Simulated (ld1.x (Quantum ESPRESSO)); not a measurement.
**Varying the TM potential for chromium**

Base potential:

chromium, norm-conserving Troullier–Martins (Kleinman–Bylander form), made with ld1.x (Quantum ESPRESSO) 7.5 (LDA (PZ), scalar-relativistic). Core [Ar], reference 3d6 4s0 4p0. Waves: 4s (bound, empty): rc 2.70 bohr; 4p (bound, empty): rc 3.30 bohr; 3d (bound): rc 2.25 bohr. Local part: all-electron potential smoothed inside 1.70 bohr (lloc = -1). Core correction: none.

Cutoffs, loose and tight: the cutoffs (Ry, on a coarse ladder) from which the occupation-weighted sum of valence levels, in a spherical-Bessel basis at the reference potential, stays within 10 and 1 mRy of its value at 400 Ry. They do not see the model core or the augmentation charge, which bear on the density cutoff. Test errors are all-electron minus pseudo excitation energies from the reference, over the configurations 3d5 4s1 4p0; 3d5 4s0 4p0; 3d4 4s0 4p0; 3d4 4s1 4p1; 3d3 4s0 4p0; 3d4 4s2 4p0; 3d4 4s1 4p0 (two spin-polarised tests are not counted in the largest error). A dash means not determined; rows that change the core or the reference have their own tests. The largest error is taken over the tests solved by every variant that gives reliable tests at all: 3d3 4s0 4p0; 3d4 4s0 4p0; 3d5 4s0 4p0.

A true bound ghost makes a file unfit for plane-wave use even where its test errors are small: the radial tests pick states by their node count and pass the ghost by. Where a test does run into it, the solver fails or the error is huge.

```csv
change,outcome,"cutoff, loose","cutoff, tight",bound ghosts,largest test error (meV)
base,generated,50 Ry,70 Ry,s,-36
"all radii scaled by about 0.90 (s 2.42, p 2.96, d 2.02 bohr); local potential all-electron potential smoothed inside 1.52 bohr (lloc = -1)",generated,60 Ry,80 Ry,s,-244
"all radii scaled by about 0.96 (s 2.60, p 3.18, d 2.16 bohr); local potential all-electron potential smoothed inside 1.64 bohr (lloc = -1)",generated,55 Ry,70 Ry,s,-108
"all radii scaled by about 1.05 (s 2.82, p 3.46, d 2.36 bohr); local potential all-electron potential smoothed inside 1.78 bohr (lloc = -1)",generated,50 Ry,60 Ry,s,+84
"all radii scaled by about 1.16 (s 3.12, p 3.82, d 2.60 bohr); local potential all-electron potential smoothed inside 1.96 bohr (lloc = -1)",generated,40 Ry,60 Ry,none,+450
"all radii scaled by about 1.29 (s 3.50, p 4.26, d 2.90 bohr); local potential all-electron potential smoothed inside 2.20 bohr (lloc = -1)",generated,35 Ry,50 Ry,none,+1130
```

Q: What comes out with this change to the base: all radii scaled by about 0.79 (s 2.14, p 2.60, d 1.78 bohr); local potential all-electron potential smoothed inside 1.34 bohr (lloc = -1)?

A: outcome: generated; cutoff, loose: 70 Ry; cutoff, tight: 90 Ry; bound ghosts: s; largest test error (meV): -380.

Q: What comes out with this change to the base: all radii scaled by about 1.39 (s 3.74, p 4.58, d 3.12 bohr); local potential all-electron potential smoothed inside 2.36 bohr (lloc = -1)?

A: outcome: generated; cutoff, loose: 30 Ry; cutoff, tight: 40 Ry; bound ghosts: none; largest test error (meV): +1685.

Reading the sweep of the scale of all radii (base = 1) (base included, trends over the rows without a ghost): Bound ghosts are found at 0.79, 0.9, 0.96, 1, 1.05.
